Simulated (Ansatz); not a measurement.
CH6FNOSn (`[CH3][Sn]([NH2])([OH])[F]`), 11 atoms. Charge 0, multiplicity 1. Correlated methods include outer-core shells of Sn, which these sets cover unevenly. Sn takes the def2 core potential. All runs use 4 threads of an Intel Xeon Platinum 8488C on a shared host. Correlated methods freeze the cores.

Problem. Give the basis size and wall time and peak host memory of each of these runs in Ansatz. RKS BHLYP-D4/def2-TZVPP energy; direct RPA on PBE orbitals/def2-TZVPP energy; RKS r2SCAN0-D4/def2-TZVPP energy; RKS LC-ωPBE/def2-TZVPP energy; RKS PBE0-D4/def2-TZVP relaxation (25 steps); RKS PBE-QIDH (frozen core)/def2-TZVPP energy; RKS PBE0-D4/def2-SVP energy; RKS PBE0-D4/def2-QZVPP energy; RKS ωB97M-V/def2-QZVPP energy; RHF-CCSD(T)/def2-TZVPP energy; RHF-CCSD(T)/def2-SVP energy; RKS ωB97M-V/def2-SVP energy. (Best estimate.)

Solution. The calculation gave: Other jobs shared the machine, so times are rough.

```csv
level,job,functions,wall time,peak host memory (GiB)
RKS PBE0-D4/def2-SVP,energy,112,0.75 s,0.48
RKS LC-ωPBE/def2-TZVPP,energy,258,1.9 s,0.49
RKS BHLYP-D4/def2-TZVPP,energy,258,2.2 s,0.71
RKS ωB97M-V/def2-SVP,energy,112,2.5 s,0.48
RKS r2SCAN0-D4/def2-TZVPP,energy,258,3.1 s,0.71
RKS PBE-QIDH (frozen core)/def2-TZVPP,energy,258,4.3 s,0.75
direct RPA on PBE orbitals/def2-TZVPP,energy,258,5.5 s,0.75
RKS PBE0-D4/def2-QZVPP,energy,490,6 s,1.8
RHF-CCSD(T)/def2-SVP,energy,112,7 s,0.73
RKS ωB97M-V/def2-QZVPP,energy,490,12 s,2.1
RKS PBE0-D4/def2-TZVP,relaxation (25 steps),210,64 s,0.62
RHF-CCSD(T)/def2-TZVPP,energy,258,2.9 min,7
```

LC-ωPBE has ω = 0.4 bohr⁻¹.
